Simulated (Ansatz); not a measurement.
Input file for Cl2H2NY, SMILES `[NH2][Y]([Cl])[Cl]`:

```yaml
crystal:
  periodic: [false, false, false]
  atoms:
    - {symbol: N, position_ang: [-0.241407, 1.188883, 0.003740]}
    - {symbol: Y, position_ang: [0.174958, -0.870886, -0.001108]}
    - {symbol: Cl, position_ang: [1.758897, -1.668350, 1.709288]}
    - {symbol: Cl, position_ang: [-0.970931, -2.211738, -1.721381]}
    - {symbol: H, position_ang: [0.142081, 1.881332, 0.636895]}
    - {symbol: H, position_ang: [-0.863599, 1.680759, -0.627434]}
basis:
  gaussian: {orbitals: def2-TZVPP}
correlation: {method: ccsd_t}
output: {orbitals: {seedname: orbitals}}
```

```sh
$ ansatz run in.yaml --threads 4 --pin off --events-out ev --progress --plain
```

Output of Ansatz, abridged:

```
Functional definition: HF
1223 factors; integrals over basis functions are off by at most 1.1e-3 eV
mean field evaluation 1: about -27554.7990 eV, gradient 4.5e1 eV
mean field evaluation 2: about -27554.8788 eV, gradient 4.5e1 eV
mean field evaluation 4: about -27559.4323 eV, gradient 2.8e0 eV
mean field evaluation 8: about -27559.4850 eV, gradient 3.0e-1 eV
mean field evaluation 16: about -27559.4857 eV, gradient 1.5e-6 eV
mean field -27559.48569781 eV, -1012.7924189041 hartree, gradient 1.5e-6 eV, S^2 0.000000; 0 other end points of the search recorded, 0 dependent functions left out
11 core orbitals not correlated: weight in the atoms' cores, before any rotation towards them, 1.000 or more for the frozen orbitals, at most 0.000 for the correlated occupied ones
reference -27559.48569781 eV, -1012.7924189041 hartree; 16, 16 occupied and 172, 172 virtual orbitals, 1223 factors
second order -22.98995608 eV of doubles, -0.00000000 eV of singles
cycle   1  -23.54007831 eV  change   -5.5e-1 eV  update   9.8e-2
cycle   2  -23.95520008 eV  change   -4.2e-1 eV  update   3.0e-2
cycle   3  -24.08044512 eV  change   -1.3e-1 eV  update   1.7e-2
cycle   4  -24.07095928 eV  change    9.5e-3 eV  update   4.8e-3
cycle   5  -24.06799014 eV  change    3.0e-3 eV  update   2.2e-3
cycle   6  -24.06855715 eV  change   -5.7e-4 eV  update   6.9e-4
cycle   7  -24.06844879 eV  change    1.1e-4 eV  update   2.8e-4
cycle   8  -24.06843599 eV  change    1.3e-5 eV  update   8.7e-5
cycle   9  -24.06847582 eV  change   -4.0e-5 eV  update   3.2e-5
perturbative correction -0.95783528 eV, -0.0351997974 hartree
Total energy: -27584.51200891 eV, -1013.7121188737 hartree
```

Run time 65 s (4 threads of a server CPU on a shared host); peak host memory 2.5 GiB.

MP2 recovers 91.9 % of the CCSD(T) correlation energy and the triples give 3.8 %; T1 = 0.0109.
